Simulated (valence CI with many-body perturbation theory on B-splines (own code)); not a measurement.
Ru XXXVIII: key properties

Method: valence CI with perturbative core correlation (CI+MBPT): five valence electrons over a frozen Dirac-Fock core [He], a basis of 9 s, 9 p, 8 d, 6 f, 3 g, 1 h functions for each j, with the one-electron correlation potential Σ1, the two-electron term Σ2, the three-electron term Σ3, Breit, model QED; selected CI, second order for the rest (own B-spline code, finite nucleus).

No measured spectrum was set against this ion. As an estimate, large intervals hold to a few tenths of a per cent, small ones and those within an open d or f shell to about a per cent. Among the levels kept, up to 1800 cm⁻¹ of a level comes from second order outside the variational space, and about a tenth of that is noise between levels of different J, which matters for small intervals.

Levels are named by their leading jj configuration (3d3/2^4 stands for four electrons in 3d with j = 3/2), which in mixed levels can hold well under half, so a name can repeat and another be missing.

Rates and lifetimes use the calculated energies. Strong lines usually hold to 10 to 20 %, long lifetimes can be off by a factor of two.

Question: What is the ground level?

Answer: (2s^2 2p1/2^2 2p3/2) J=3/2, composition 43 % 2s2 2p3 2P° + 34 % 2s2 2p3 4S° + 24 % 2s2 2p3 2D°, g = 1.419.

Question: Among levels below 3361.0 eV, which E1 lines absorb most strongly from the ground level?

Answer: to (2s^2 2p1/2^2 3d5/2) J=5/2 at 0.3993 nm, f = 0.424; to (2s^2 2p1/2 2p3/2 3d3/2) J=3/2 at 0.3827 nm, f = 0.352; to (2s^2 2p1/2 2p3/2 3d5/2) J=5/2 at 0.3839 nm, f = 0.345.

Question: What are the static dipole polarisabilities of the lowest levels?

Answer: (2s^2 2p1/2^2 2p3/2) J=3/2 0.00101 (tensor 0.00017); (2s^2 2p1/2 2p3/2^2) J=3/2 0.00126 (tensor 5.9e-05); (2s^2 2p1/2 2p3/2^2) J=5/2 0.00117 (tensor 8.4e-05) bohr³, of which the core gives 2.22e-06.

Question: How well does LS coupling describe the low levels?

Answer: Among the lowest 20 levels the leading LS term, summed over configurations, holds 65 % on average. For single configurations the figures are 64 % in LS and 97 % in jj coupling. Terms mix most in the J = 3/2 level at 3035.2 eV, where the leading one holds 27 %.

Question: Where does the other parity begin?

Answer: At (2s 2p1/2^2 2p3/2^2) J=5/2, 287.9 eV.

Question: Name the longest-lived excited levels whose lifetime is computed, and their main decay.

Answer: (2s^2 2p1/2 2p3/2^2) J=5/2 at 139.8 eV lives 274 ns, mostly by M1 to (2s^2 2p1/2^2 2p3/2) J=3/2; (2s^2 2p1/2 2p3/2^2) J=1/2 at 162.4 eV lives 58.1 ns, mostly by M1 to (2s^2 2p1/2^2 2p3/2) J=3/2; (2s^2 2p1/2 2p3/2^2) J=3/2 at 123.2 eV lives 49.1 ns, mostly by M1 to (2s^2 2p1/2^2 2p3/2) J=3/2.

Question: What is the ionisation energy?

Answer: 5323.6 eV; NIST lists 5330 ± 40 eV (semi-empirical).
